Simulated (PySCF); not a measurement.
K⁴⁺ (potassium, charge +4) across methods

[Ne] 3s2 3p3, high-spin 4S determinant. All numbers are calculated (PySCF 2.14, no relativity, point nucleus, in an even-tempered Gaussian basis (18 s from 0.13 bohr⁻², ratio 2.5; 12 p from 0.17 bohr⁻², ratio 2.5; 5 d from 1.5 bohr⁻², ratio 2.7; 5 f from 2.3 bohr⁻², ratio 2.7)).

```json
{"method": "r2SCAN", "E (hartree)": "-594.647", "mean ε 3s α (eV)": "-92.949", "mean ε 3s β (eV)": "-85.849", "mean ε 3p α (eV)": "-74.243", "Σ⟨r²⟩ (bohr²)": "9.748", "⟨S²⟩": "3.750"}
{"method": "M06-2X", "E (hartree)": "-594.674", "mean ε 3s α (eV)": "-97.413", "mean ε 3s β (eV)": "-89.812", "mean ε 3p α (eV)": "-77.579", "Σ⟨r²⟩ (bohr²)": "9.754", "⟨S²⟩": "3.751"}
{"method": "UHF", "E (hartree)": "-594.07949", "mean ε 3s α (eV)": "-105.36", "mean ε 3s β (eV)": "-91.533", "mean ε 3p α (eV)": "-81.941", "Σ⟨r²⟩ (bohr²)": "9.802", "⟨S²⟩": "3.751"}
{"method": "LDA", "E (hartree)": "-592.938", "mean ε 3s α (eV)": "-90.775", "mean ε 3s β (eV)": "-86.066", "mean ε 3p α (eV)": "-73.243", "Σ⟨r²⟩ (bohr²)": "9.762", "⟨S²⟩": "3.750"}
{"method": "PBE", "E (hartree)": "-594.469", "mean ε 3s α (eV)": "-91.115", "mean ε 3s β (eV)": "-85.790", "mean ε 3p α (eV)": "-73.354", "Σ⟨r²⟩ (bohr²)": "9.746", "⟨S²⟩": "3.750"}
{"method": "PBE0", "E (hartree)": "-594.513", "mean ε 3s α (eV)": "-94.922", "mean ε 3s β (eV)": "-87.690", "mean ε 3p α (eV)": "-75.741", "Σ⟨r²⟩ (bohr²)": "9.747", "⟨S²⟩": "3.750"}
```

Question: Estimate the same row for BLYP.

Answer: E (hartree) = -594.698; mean ε 3s α (eV) = -90.756; mean ε 3s β (eV) = -85.948; mean ε 3p α (eV) = -73.048; Σ⟨r²⟩ (bohr²) = 9.751; ⟨S²⟩ = 3.750.
